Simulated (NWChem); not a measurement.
The numbers come from NWChem runs, not from measurements. System: F$_{2}$Si, charge 0, spin multiplicity 1, at a geometry optimised with PBE/def2-SVP. The structure started from a generated list of species. Level: MP2/def2-TZVP, 7 core orbitals frozen.

Input file:

```
start mol
memory heap 200 mb stack 900 mb global 1100 mb
geometry units angstroms nocenter noautoz
  Si     0.000000     0.000000     0.590612
  F     -1.266018     0.000000    -0.459365
  F      1.266018     0.000000    -0.459365
  symmetry group C2v
end
basis spherical
  * library def2-tzvp
end
scf
  rhf
  nopen 0
  maxiter 100
  thresh 1e-7
  semidirect memsize 60000000 filesize 0
end
mp2
  freeze core 7
end
task mp2 energy
```

NWChem printed:

```
             Northwest Computational Chemistry Package (NWChem) 7.3.0
             --------------------------------------------------------

                                NWChem Input Module
                                -------------------

 Scaling coordinates for geometry "geometry" by  1.889725989
 (inverse scale =  0.529177249)

 Turning off AUTOSYM since
 SYMMETRY directive was detected!

                             Geometry "geometry" -> ""
                             -------------------------

 Output coordinates in angstroms (scale by  1.889725989 to convert to a.u.)

  No.       Tag          Charge          X              Y              Z
 ---- ---------------- ---------- -------------- -------------- --------------
    1 Si                  14.0000     0.00000000     0.00000000     0.59061200
    2 F                    9.0000    -1.26601800     0.00000000    -0.45936500
    3 F                    9.0000     1.26601800     0.00000000    -0.45936500

 Effective nuclear repulsion energy (a.u.)      98.0054281715

            Nuclear Dipole moment (a.u.)
            ----------------------------
        X                 Y               Z
 ---------------- ---------------- ----------------
     0.0000000000     0.0000000000    -0.0000037795

      Symmetry information
      --------------------

 Group name             C2v
 Group number             16
 Group order               4
 No. of unique centers     2

      Symmetry unique atoms

     1    2


 Summary of "ao basis" -> "" (spherical)
 ------------------------------------------------------------------------------
       Tag                 Description            Shells   Functions and Types
 ---------------- ------------------------------  ------  ---------------------
 *                         def2-tzvp                  on all atoms

 Summary of "ao basis" -> "ao basis" (spherical)
 ------------------------------------------------------------------------------
       Tag                 Description            Shells   Functions and Types
 ---------------- ------------------------------  ------  ---------------------
 Si                        def2-tzvp                13       37   5s5p2d1f
 F                         def2-tzvp                11       31   5s3p2d1f

                                 NWChem SCF Module
                                 -----------------

  ao basis        = "ao basis"
  functions       =    99
  atoms           =     3
  closed shells   =    16
  open shells     =     0
  charge          =   0.00
  wavefunction    = RHF
  use symmetry    = T
  symmetry adapt  = T

 Summary of "ao basis" -> "ao basis" (spherical)
 ------------------------------------------------------------------------------
       Tag                 Description            Shells   Functions and Types
 ---------------- ------------------------------  ------  ---------------------
 Si                        def2-tzvp                13       37   5s5p2d1f
 F                         def2-tzvp                11       31   5s3p2d1f

      Symmetry analysis of basis
      --------------------------

        a1         37
        a2         13
        b1         30
        b2         19

 Forming initial guess at       0.1s

      Superposition of Atomic Density Guess
      -------------------------------------

 Sum of atomic energies:        -487.67156724

      Non-variational initial energy
      ------------------------------

 Total energy =    -487.795368
 1-e energy   =    -873.957552
[...]
  ----- ------------  ---------------      ----- ------------  ---------------
     5      0.530157  1 Si s                  4      0.515454  1 Si s
     3     -0.300266  1 Si s                 17      0.274829  1 Si pz

 Vector   17  Occ=0.000000D+00  E= 2.781132D-02  Symmetry=b2
              MO Center=  9.9D-15, -2.0D-15,  7.5D-01, r^2= 3.5D+00
   Bfn.  Coefficient  Atom+Function         Bfn.  Coefficient  Atom+Function
  ----- ------------  ---------------      ----- ------------  ---------------
    19      0.745246  1 Si py                16      0.335924  1 Si py
    50     -0.159818  2 F  py                81     -0.159818  3 F  py

 Vector   18  Occ=0.000000D+00  E= 1.132620D-01  Symmetry=b1
              MO Center= -2.0D-14,  1.3D-16,  1.0D+00, r^2= 4.7D+00
   Bfn.  Coefficient  Atom+Function         Bfn.  Coefficient  Atom+Function
  ----- ------------  ---------------      ----- ------------  ---------------
    18      1.157649  1 Si px                42      0.400707  2 F  s
    73     -0.400707  3 F  s

 Vector   19  Occ=0.000000D+00  E= 1.431692D-01  Symmetry=a1
              MO Center=  4.1D-14, -1.8D-15,  3.9D-01, r^2= 5.2D+00
   Bfn.  Coefficient  Atom+Function         Bfn.  Coefficient  Atom+Function
  ----- ------------  ---------------      ----- ------------  ---------------
    20      1.193834  1 Si pz                 5     -0.806130  1 Si s
    42      0.553249  2 F  s                 73      0.553249  3 F  s
    49      0.189317  2 F  px                80     -0.189317  3 F  px

 center of mass
 --------------
 x =   0.00000000 y =   0.00000000 z =  -0.02666404

 moments of inertia (a.u.)
 ------------------
          63.435633835790           0.000000000000           0.000000000000
           0.000000000000         280.918203286829           0.000000000000
           0.000000000000           0.000000000000         217.482569451039

  Mulliken analysis of the total density
  --------------------------------------

    Atom       Charge   Shell Charges
 -----------   ------   -------------------------------------------------------
    1 Si  14    13.20   2.00  0.59  1.38  1.05  0.77  4.10  1.74  0.41  0.61  0.13  0.18  0.15  0.10
    2 F    9     9.40   0.77  1.20  0.59  1.01  0.33  2.23  2.30  0.95  0.00  0.01  0.00
    3 F    9     9.40   0.77  1.20  0.59  1.01  0.33  2.23  2.30  0.95  0.00  0.01  0.00

       Multipole analysis of the density wrt the origin
       ------------------------------------------------

     L   x y z        total         open         nuclear
     -   - - -        -----         ----         -------
     0   0 0 0     -0.000000      0.000000     32.000000

     1   1 0 0      0.000000      0.000000      0.000000
     1   0 1 0      0.000000      0.000000      0.000000
     1   0 0 1      0.613715      0.000000     -0.000004

     2   2 0 0    -19.205243      0.000000    103.026735
     2   1 1 0      0.000000      0.000000      0.000000
     2   1 0 1      0.000000      0.000000      0.000000
     2   0 2 0    -14.322571      0.000000      0.000000
     2   0 1 1      0.000000      0.000000      0.000000
     2   0 0 2    -17.718241      0.000000     31.003292

                   NWChem MP2 Semi-direct Energy/Gradient Module
                   ---------------------------------------------

  Basis functions       =     99
  Molecular orbitals    =     99
  Frozen core           =      7
  Frozen virtuals       =      0
  Active alpha occupied =      9
  Active beta occupied  =      9
  Active alpha virtual  =     83
  Active beta virtual   =     83
  Use MO symmetry       = T
  Use skeleton AO sym   = T

  AO/Fock/Back tols     =   1.0D-09  1.0D-09  1.0D-09

 GA uses MA = F    GA memory limited = T

 Available:
  local mem=  1.26D+08
 global mem=  1.44D+08
 local disk=  0.00D+00
  mp2_memr nvloc                    83
  nvloc new                    83
   1 passes of   9:        5242880                      57329                  12200257.
   1 passes of   9: M    126149852           G      144159598           F     120906972.

 Semi-direct pass number   1 of   1  for RHF alpha+beta  at        1.9s
  vrange nnbf                  4797
  mp2_eaftype                    46  avail_ma_in_mb                  1099
 EAF : mp2_eaftype filesize          46    6100129.
  mp2_eaf for mointskh                     46
Node 0 wrote     28.7 Mb in      0.0 s     Agg I/O rate:  1358.4 Mb/s
 Done moints_semi at        5.6s
  mp2_eaftype                    46  avail_ma_in_mb                  1053
 EAF : mp2_eaftype filesize          46    6100129.
  mp2_eaf for kh                    46
 Done maket at        5.8s
 Done multipass loop at        5.8s

          -------------------------------------------
          SCF energy                -488.005848399647
          Correlation energy          -0.598988073260
          Singlet pairs               -0.367806574953
          Triplet pairs               -0.231181498307
          Total MP2 energy          -488.604836472906
          -------------------------------------------

          ---------------------------------------------------
                    Spin Component Scaled (SCS) MP2
          Same spin pairs                     -0.154120998871
          Same spin scaling factor             0.333333333333
          Opposite spin pairs                 -0.444867074389
          Opposite spin scaling fact.          1.200000000000
          SCS-MP2 correlation energy          -0.585214155557
          Total SCS-MP2 energy              -488.591062555203
          ---------------------------------------------------

 -----------------------
 Performance information
 -----------------------

 Timer overhead =  1.50D-07 seconds/call

               Nr. of calls         CPU time (s)                 Wall time (s)                GFlops
             ---------------    -------------------     ------------------------------   -------------------
Name         Min   Avg   Max    Min     Avg     Max     Min     Avg     Max   Mx/calls   Min     Max     Sum
mp2: moin     1     1     1    3.7     3.7     3.7      3.7     3.7     3.7     3.7      0.0     0.0     0.0
mp2: make     1     1     1   0.23    0.23    0.23     0.23    0.23    0.23    0.23      0.0     0.0     0.0
mp2: tota     1     1     1    4.0     4.0     4.0      4.0     4.0     4.0     4.0      0.0     0.0     0.0

 The average no. of pstat calls per process was 3.00D+00
 with a timing overhead of 4.51D-07s

 Task  times  cpu:        5.8s     wall:        5.8s

 Total times  cpu:        5.8s     wall:        5.8s
```
